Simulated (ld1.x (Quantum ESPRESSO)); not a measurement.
# Reading a pseudo-wave (cadmium (Cd))

Columns: radius, all-electron u(r) and pseudo u(r) of the 5s shell (level -5.70 eV) of cadmium in the configuration [Kr] 4d10 5s2 5p0; PBEsol, scalar-relativistic, TM scheme, ld1.x (Quantum ESPRESSO) 7.5.

| r (bohr) | all-electron | pseudo |
| --- | --- | --- |
| 0.125 | -0.0723 | 0.0157 |
| 0.250 | 0.1841 | 0.0323 |
| 0.375 | 0.0699 | 0.0507 |
| 0.500 | -0.1513 | 0.0717 |
| 0.625 | -0.2780 | 0.0966 |
| 0.750 | -0.2817 | 0.1264 |
| 0.875 | -0.1988 | 0.1621 |
| 1.000 | -0.0723 | 0.2046 |
| 1.125 | 0.0661 | 0.2542 |
| 1.250 | 0.1981 | 0.3101 |
| 1.375 | 0.3145 | 0.3707 |
| 1.500 | 0.4117 | 0.4330 |
| 1.625 | 0.4895 | 0.4928 |
| 1.750 | 0.5494 | 0.5462 |
| 1.875 | 0.5933 | 0.5898 |
| 2.000 | 0.6235 | 0.6215 |
| 2.125 | 0.6421 | 0.6414 |
| 2.250 | 0.6509 | 0.6508 |
| 2.375 | 0.6519 | 0.6519 |
| 2.500 | 0.6465 | 0.6465 |
| 2.625 | 0.6359 | 0.6359 |
| 2.750 | 0.6212 | 0.6212 |
| 2.875 | 0.6034 | 0.6034 |
| 3.000 | 0.5832 | 0.5832 |
| 3.125 | 0.5613 | 0.5613 |
| 3.250 | 0.5381 | 0.5381 |

Task: How many radial nodes do the two functions have?

Result: The all-electron 5s function has n − l − 1 = 4 (the table is too coarse to show those close to the nucleus); the pseudo-wave has 0, since the states of the same l below it are removed with the core.

Task: At about which radius was the pseudo-wave matched?

Result: 2.45 bohr. The columns agree to 0.0005 from 2.25 bohr on; several derivatives are matched, so the curves merge somewhat inside the radius.

Task: Is the pseudo-wave norm-conserving?

Result: Yes: the TM scheme keeps the norm inside the radius equal to the all-electron one, which fixes the energy derivative of the logarithmic derivative at the level.
